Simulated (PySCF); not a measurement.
Bonds: Al1-Cl2 2.107 Å, Al1-Cl3 2.109 Å, Al1-N4 1.941 Å, Al1-N8 1.940 Å, N4-Al5 1.940 Å, Al5-Cl6 2.107 Å, Al5-Cl7 2.109 Å, Al5-N8 1.942 Å. N4 carries H9, H10; N8 carries H11, H12.

Geometry: PBE0-D3(BJ)/def2-SVP; GIAO shifts from PySCF 2.14, gas phase, non-relativistic, averaged over equivalent atoms.

At B3LYP/pcSseg-1 (pcSseg-2 on Al) (236 basis functions, 22 s wall time on 1 thread of an AMD EPYC 9R45 96-Core, shared host):
```json
{"atoms": "Al1/Al5", "δ (ppm)": "130.8"}
{"atoms": "Cl2/Cl3/Cl6/Cl7", "δ (ppm)": "-24.6"}
{"atoms": "N4/N8", "δ (ppm)": "50.3"}
{"atoms": "H9/H10/H11/H12", "δ (ppm)": "1.35"}
```

Chemical shifts δ = σref − σ; 27Al (σ = 571.15 ppm) against [Al(H2O)6]3+; 35Cl (σ = 930.46 ppm) against HCl; NH3 for 15N (σ = 263.54 ppm); 1H (σ = 31.38 ppm) against TMS, all at this level.

Question: Predict the values at PBE/pcSseg-1 (pcSseg-2 on Al) on the same geometry.

Answer: 
```csv
atoms,δ at PBE/pcSseg-1 (pcSseg-2 on Al),change
Al1/Al5,128.0,-2.8
Cl2/Cl3/Cl6/Cl7,-4.5,+20.1
N4/N8,54.5,+4.2
H9/H10/H11/H12,1.34,-0.01
```

Scale: 27Al (560.82 ppm) vs [Al(H2O)6]3+; 35Cl (933.68 ppm) against HCl; 15N (265.06 ppm) against NH3; 1H (31.20 ppm) vs TMS (reference shieldings calculated alike).

The largest change is at Cl2/Cl3/Cl6/Cl7 (chlorine bonded to Al). Cost: 236 basis functions, 28 s wall time on 1 thread of an AMD EPYC 9R45 96-Core, shared host.

Experimental scales use liquid or dissolved standards, which lie at an offset from isolated NH3 (liquid NH3: subtract about 20 ppm).
